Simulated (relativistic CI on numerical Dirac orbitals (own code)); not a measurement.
Method of calculation: Dirac-Coulomb-Breit CI, KLI orbitals optimised for each configuration, model QED, unscaled Slater integrals (own radial code, finite nucleus).

CI space (outside the closed core 1s2): 2s, 2p, 3s, 3p, 3d, 4s, 4p, 4d, 4f, 5s, 5p, 5d, 5f, 5g, 6s, 6p, 6d. Levels of other configurations are missing.

At this charge energies of transitions that change n are usually good to better than 1 %, and those within a shell (Δn = 0) to a few per cent.

Outline of the computed level scheme of Si XII. Lowest level of each configuration: 2s 2S_1/2 at 0.000 eV; 2p 2P°_1/2 at 23.943 eV; 3s 2S_1/2 at 296.104 eV; 3p 2P°_1/2 at 302.701 eV; 3d 2D_3/2 at 305.335 eV; 4s 2S_1/2 at 396.871 eV; 4p 2P°_1/2 at 399.580 eV; 4d 2D_3/2 at 400.675 eV; 4f 2F°_5/2 at 400.758 eV.

Some strong electric-dipole decays among the lowest 15 levels: 3d 2D_5/2 → 2p 2P°_3/2 (1.4e+12 s⁻¹); 3d 2D_3/2 → 2p 2P°_1/2 (1.2e+12 s⁻¹); 4d 2D_5/2 → 2p 2P°_3/2 (4.5e+11 s⁻¹); 3p 2P°_1/2 → 2s 2S_1/2 (4.5e+11 s⁻¹); 3p 2P°_3/2 → 2s 2S_1/2 (4.4e+11 s⁻¹); 4d 2D_3/2 → 2p 2P°_1/2 (3.8e+11 s⁻¹); 4f 2F°_7/2 → 3d 2D_5/2 (2.9e+11 s⁻¹); 4f 2F°_5/2 → 3d 2D_3/2 (2.7e+11 s⁻¹).
